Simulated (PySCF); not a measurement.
C₄H₄F₂O₂, SMILES O=C[C@@H]1CC(F)(F)O1. Atoms are numbered in the order given.

```xyz
12

O      3.0917     0.2468     0.0959
C      2.0141    -0.1790    -0.2246
C      0.7435     0.6418    -0.1438
C     -0.1475     0.3487     1.0904
C     -1.1391    -0.1456     0.0380
F     -1.4545    -1.4532     0.0909
F     -2.2991     0.5269    -0.0519
O     -0.2912     0.1372    -1.0237
H      1.8557    -1.2309    -0.5810
H      0.9656     1.7044    -0.3255
H      0.2111    -0.4351     1.7701
H     -0.4796     1.2315     1.6488
```

Geometry: B3LYP-D3(BJ)/def2-SVP. The structure was generated by enumeration; whether it is a known compound was not checked. One conformer was computed; it need not be the lowest.

Two levels are set side by side: PBE/pcSseg-1 (PySCF) and PBE0/pcSseg-1 (PySCF). GIAO shifts against CFCl3 (¹⁹F), H2O (¹⁷O), TMS (¹H), TMS (¹³C) at the same level; non-relativistic, no solvent, atoms listed together averaged. Differences are taken from unrounded values.

```tsv
quantity	PBE0
δ(¹⁷O) of O1 (ppm)	720.8
δ(¹³C) of C2 (ppm)	209.9
δ(¹³C) of C3 (ppm)	73.8
δ(¹³C) of C4 (ppm)	41.7
δ(¹³C) of C5 (ppm)	130.5
δ(¹⁷O) of O8 (ppm)	155.6
δ(¹H) of H9 (ppm)	10.42
δ(¹H) of H10 (ppm)	4.55
```

Q: What does PBE give, and how far is it from PBE0? (The exact figures need the calculation; the answer reports its results.)

A: 
```json
[
 {"quantity": "δ(¹⁷O) of O1 (ppm)", "PBE": "710.8", "PBE minus PBE0": "-10.0"},
 {"quantity": "δ(¹³C) of C2 (ppm)", "PBE": "209.6", "PBE minus PBE0": "-0.3"},
 {"quantity": "δ(¹³C) of C3 (ppm)", "PBE": "75.3", "PBE minus PBE0": "1.5"},
 {"quantity": "δ(¹³C) of C4 (ppm)", "PBE": "43.0", "PBE minus PBE0": "1.3"},
 {"quantity": "δ(¹³C) of C5 (ppm)", "PBE": "135.1", "PBE minus PBE0": "4.6"},
 {"quantity": "δ(¹⁷O) of O8 (ppm)", "PBE": "169.5", "PBE minus PBE0": "13.9"},
 {"quantity": "δ(¹H) of H9 (ppm)", "PBE": "10.66", "PBE minus PBE0": "0.24"},
 {"quantity": "δ(¹H) of H10 (ppm)", "PBE": "4.46", "PBE minus PBE0": "-0.09"}
]
```

Rough cost on one machine, each run with all the roots and properties that it gave: PBE0 against PBE within a factor of 2.
